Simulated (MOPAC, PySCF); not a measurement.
C₄H₁₀Br₂Si, SMILES `CC[Si](Br)(Br)CC` (C–C–Si–Br torsion 64°, Br–Si–C–C torsion -178°), neutral singlet in the gas phase. 

Cartesian coordinates (Å):
```xyz
17

C      2.0132    -0.1800    -0.8485
C      1.2286     0.9830    -0.2271
Si     0.0382     0.4542     1.1232
Br     1.2262    -0.3967     2.8353
Br    -1.0678     2.2801     1.8373
C     -1.2160    -0.8333     0.5853
C     -2.0624    -0.4046    -0.6205
H      1.3428    -0.9160    -1.3215
H      2.6059    -0.7125    -0.0884
H      2.7083     0.1773    -1.6247
H      0.6303     1.5114    -0.9903
H      1.9090     1.7358     0.2040
H     -0.6509    -1.7564     0.3661
H     -1.8524    -1.0631     1.4558
H     -2.6222     0.5193    -0.4066
H     -1.4380    -0.2156    -1.5089
H     -2.7929    -1.1829    -0.8922
```
Charge 0, spin multiplicity 1.

All levels are single points at this geometry (B3LYP-D3(BJ)/def2-SVP); Pople sets use spherical d functions. Orbital energies aren't observables, and empty levels follow the basis.

```
level                                     HOMO (eV)  LUMO (eV)  gap (eV)  dipole (D)  vertical IE, Delta-SCF (eV)
----------------------------------------  ---------  ---------  --------  ----------  ---------------------------
B3LYP-D3(BJ)/def2-TZVP in PySCF               -7.79      -0.27      7.53        2.62                         9.61
PBE-D3(BJ)/def2-TZVP in PySCF                 -6.76      -0.95      5.81        2.57                         9.15
B3LYP/6-311+G** (LANL2DZ on Br) in PySCF      -7.87      -0.39      7.48        3.12                            –
B3LYP/6-31G* in PySCF                         -7.69      -0.22      7.47        2.97                         9.56
B3LYP/LANL2DZ in PySCF                        -7.82      -0.41      7.40        3.47                            –
BP86/6-31G* in PySCF                          -6.76      -1.01      5.75        2.98                            –
PBE/6-31G* in PySCF                           -6.65      -0.91      5.75        2.96                         9.10
SVWN5/6-31G* in PySCF                         -6.75      -1.12      5.63        3.05                         9.21
HF/3-21G in PySCF                            -10.81       3.75     14.56        3.55                            –
HF/6-31G* in PySCF                           -10.97       3.62     14.60        3.12                        10.13
PM3 in MOPAC                                 -10.67      -1.86      8.81        4.22                            –
PM6 in MOPAC                                  -9.97      -0.79      9.19        2.80                            –
PM7 in MOPAC                                 -10.15      -0.90      9.24        3.10                            –
```
